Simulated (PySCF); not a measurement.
**Electric field gradients and quadrupole coupling constants**

Compound: C₂H₁₂O₂Si₄.
Numbering: `[O:1]=[CH:2][CH2:3][O:4][Si:5]([SiH3:6])([SiH3:7])[SiH3:8]` (hydrogens: H9 on C2; H10, H11 on C3; H12, H13, H14 on Si6; H15, H16, H17 on Si7; H18, H19, H20 on Si8)

Cartesian coordinates in Å at the GFN2-xTB level; atoms count from 1:
```
atom  x, y, z in Å
O1     4.0897   -0.5091    1.3947
C2     2.9005   -0.4213    1.4940
C3     1.9578   -0.1054    0.3620
O4     0.6487   -0.0991    0.8057
Si5   -0.7287    0.0684   -0.1097
Si6   -0.6414    2.1619   -1.1665
Si7   -0.7399   -1.6701   -1.6861
Si8   -2.2227   -0.1228    1.6620
H9     2.3733   -0.5692    2.4554
H10    2.1016   -0.8519   -0.4326
H11    2.2325    0.8727   -0.0601
H12    0.4866    2.2990   -2.1020
H13   -1.8581    2.3918   -1.9480
H14   -0.5063    3.2989   -0.2479
H15   -1.9769   -1.6496   -2.4687
H16   -0.6245   -3.0127   -1.1037
H17    0.3649   -1.5852   -2.6552
H18   -3.5757   -0.0048    1.1069
H19   -2.1812   -1.3996    2.3822
H20   -2.1053    0.9188    2.6875
```

Field gradients from the PBE0/pcSseg-1 density (PySCF, non-relativistic), principal values in atomic units, ordered |Vxx| ≤ |Vyy| ≤ |Vzz|:

```tsv
atom	Vxx	Vyy	Vzz
O1	0.4208	1.6029	-2.0236
O4	-0.4458	-1.2958	1.7417
```

**Question.** Find the asymmetry η = (Vxx − Vyy)/Vzz and the couplings χ = eQV/h (234.96 MHz × Q in barn × V in au), with Q(17O) = −0.0256 b.

**Answer.** 
| atom | environment | nucleus | η | χzz (MHz) | χxx (MHz) | χyy (MHz) |
| --- | --- | --- | --- | --- | --- | --- |
| O1 | aldehyde oxygen | 17O | 0.58 | 12.17 | -2.53 | -9.64 |
| O4 | silyl ether oxygen | 17O | 0.49 | -10.48 | 2.68 | 7.79 |

**Question.** What is Vzz at O4 in SI units (1 au = 9.71736 × 10²¹ V/m²)?

**Answer.** 1.7417 au = 16.924 × 10²¹ V/m².

Were the hydrogens deuterons (Q(2H) = 0.00286 b), χzz would run from 107 kHz (H17 and H12) to 189 kHz (H10 and H11).

The structure is a single GFN2-xTB conformer in the gas phase; no vibrational or solvent corrections. GFN2-xTB bond lengths can be off by several hundredths of an ångström, more for odd bonds, and the gradients follow them. The small basis limits the accuracy of the gradients.
